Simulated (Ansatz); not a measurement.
# Pulling the pair apart

The pair of H₂ (SMILES [H][H], atoms 1–2) and PH₃ (SMILES P, atoms 3–6), both closed shells, in one local arrangement (a lower one may exist), relaxed at PBE0-D4/def2-TZVP:

H1  (0.230, -0.231, -2.247)
H2  (-0.151, 0.064, -2.818)
P3  (0.347, -0.259, 0.935)
H4  (0.408, -0.265, 2.353)
H5  (-1.058, -0.462, 0.913)
H6  (0.224, 1.153, 0.865)
(Å)

PH₃ is shifted rigidly along the line between the mean atom positions of the two fragments (negative: closer). Counterpoise interaction energies in kcal/mol. Computed with Ansatz 0.2.0 (basis: def2-TZVPPD); correlated methods freeze the cores. B3LYP uses VWN-RPA correlation.

```json
{"shift (Å)": "-0.32", "B3LYP-D4": "-0.14", "MP2": "0.08", "PBE-D4": "-0.51"}
{"shift (Å)": "-0.16", "B3LYP-D4": "-0.28", "MP2": "-0.12", "PBE-D4": "-0.60"}
{"shift (Å)": "0.00", "B3LYP-D4": "-0.32", "MP2": "-0.22", "PBE-D4": "-0.60"}
{"shift (Å)": "0.16", "B3LYP-D4": "-0.32", "MP2": "-0.25", "PBE-D4": "-0.57"}
{"shift (Å)": "0.38", "B3LYP-D4": "-0.27", "MP2": "-0.24", "PBE-D4": "-0.49"}
{"shift (Å)": "0.80", "B3LYP-D4": "-0.17", "MP2": "-0.18", "PBE-D4": "-0.33"}
{"shift (Å)": "1.59", "B3LYP-D4": "-0.07", "MP2": "-0.08", "PBE-D4": "-0.13"}
{"shift (Å)": "3.18", "B3LYP-D4": "-0.03", "MP2": "-0.02", "PBE-D4": "-0.03"}
```

What does CCSD(T) give at these shifts? (To be estimated.)

By the calculation: 0.09, -0.11, -0.21, -0.25, -0.24, -0.18, -0.08, -0.02 kcal/mol. For zero shift, CCSD(T) at an estimated basis limit (MP2 extrapolated from triple and quadruple zeta, plus CCSD(T) − MP2 in triple zeta) gives -0.29 kcal/mol. These are counterpoise interaction energies, counted from the two frozen fragments.

No T1 diagnostic of these runs exceeds 0.013.

For scale, one of the runs: CCSD(T)/def2-TZVPPD, 133 basis functions, launched by `ansatz run in.yaml --threads 2 --pin off --events-out ev --progress --plain --max-ram 5222MiB`. The run took 2.8 s on 2 CPU threads of an Intel Xeon 6975P-C (shared host), with 0.72 GiB of host memory at its peak.
